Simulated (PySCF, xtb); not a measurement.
C2H7NSi2, SMILES [SiH3][C@H]1N=C[SiH2]1.

Harmonic wavenumbers (cm⁻¹) from GFN2-xTB run with xtb 6.7.1 at its own minimum, in rising order: 105, 137, 155, 294, 427, 471, 494, 525, 577, 589, 666, 736, 760, 771, 789, 793, 816, 877, 1010, 1053, 1154, 1196, 1605, 2230, 2246, 2270, 2279, 2285, 2919, 3032.

What does PBE-D3(BJ)/def2-SVP run with PySCF give at its own minimum? (The exact figures need the calculation; the answer reports its results.)

116, 149, 154, 262, 465, 502, 520, 583, 619, 658, 738, 761, 804, 865, 883, 905, 908, 913, 943, 1009, 1144, 1219, 1548, 2130, 2151, 2159, 2169, 2175, 2999, 3061. Paired by order, the mean absolute difference is 57 cm⁻¹ and the zero-point energies are 47.5 and 47.9 kcal/mol.
